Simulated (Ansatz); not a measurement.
Saddle point of AlN₂H₇S, singlet (AlN₂H₅ ([NH2][AlH][NH2]) + H₂S → AlN₂H₅S ([NH2][Al]([NH2])[SH]) + H₂; bonds formed: H2–H5; dative contacts that become bonds: Al1–S6; bonds broken: Al1–H2, H5–S6), PBE0-D4/def2-TZVP structure:

```
atom    x (Å)    y (Å)    z (Å)
 Al1   0.1383  -0.2371  -0.0130
  H2   1.0151  -0.1071  -1.4670
  N3   0.9804  -0.6245   1.4973
  N4  -1.4569  -0.8733  -0.4447
  H5   0.9135   1.0505  -1.1635
  S6   0.4273   2.1891  -0.2155
  H7   1.4986   0.0386   2.0484
  H8   1.1571  -1.5603   1.8234
  H9  -2.1807  -1.0964   0.2180
 H10  -1.7676  -1.0590  -1.3834
 H11  -0.7252   2.2798  -0.9000
```

Energies are electronic, without zero-point energy. Barriers and step energies count from the start structure reached by relaxing down the imaginary mode; all methods use the PBE0-D4 structures, on which another method's saddle can fall below an end. Ansatz 0.2.0; basis: def2-TZVPP, with def2-QZVPP for the basis limit; cores frozen in the correlated methods. B3LYP uses VWN-RPA correlation. Extrapolation: Hartree–Fock as exp(−7.88 √X), correlation as X^−2.97.

| method | barrier (kJ/mol) | step energy (kJ/mol) |
| --- | --- | --- |
| SPW92 | 19.7 | -52.9 |
| PBE-D4 | 36.6 | -66.3 |
| BLYP-D4 | ? | -68.7 |
| r2SCAN-D4 | 40.8 | -72.0 |
| B97M-V | 52.7 | -61.7 |
| PBE0-D4 | 48.9 | -66.0 |
| B3LYP-D4 | 59.2 | -67.9 |
| r2SCAN0-D4 | 51.5 | -70.2 |
| BHLYP-D4 | 74.9 | -66.6 |
| CAM-B3LYP-D4 | 66.2 | -64.7 |
| wB97X-V | ? | -65.5 |
| wB97M-V | ? | -66.7 |
| B2PLYP | 63.4 | -71.4 |
| PBE-QIDH | 59.8 | -69.2 |
| RPA on PBE | 71.1 | -64.4 |
| HF | 110.5 | -70.2 |
| MP2 | 63.0 | -76.0 |
| CCSD | 76.2 | -67.8 |
| CCSD(T) | 68.5 | -68.9 |

(1) Fill in the withheld barriers. (To be estimated.)

The T1 diagnostic stays at or below 0.012.

## Answers

(1) The calculation gives: BLYP-D4 50.5; wB97M-V 67.0; wB97X-V 68.8 kJ/mol. Each is the energy of the saddle less that of the start structure, by the same method.

For comparison, the barrier by CCSD(T) at an estimated basis limit (MP2 extrapolated from triple and quadruple zeta, plus CCSD(T) − MP2 in triple zeta) is 67.1 kJ/mol.

Exchanges of this kind with a chalcogen hydride build sulfide and selenide films.

Labels in which every atom is bracketed show which atoms are joined, not bond orders.

For scale, one of the runs: CCSD(T)/def2-TZVPP, 244 basis functions, launched by `ansatz run in.yaml --threads 4 --pin off --events-out ev --progress --plain --max-ram 9574MiB`. The run took 94 s on 4 CPU threads of an Arm Neoverse V1 (shared host), with 4.6 GiB of host memory at its peak.
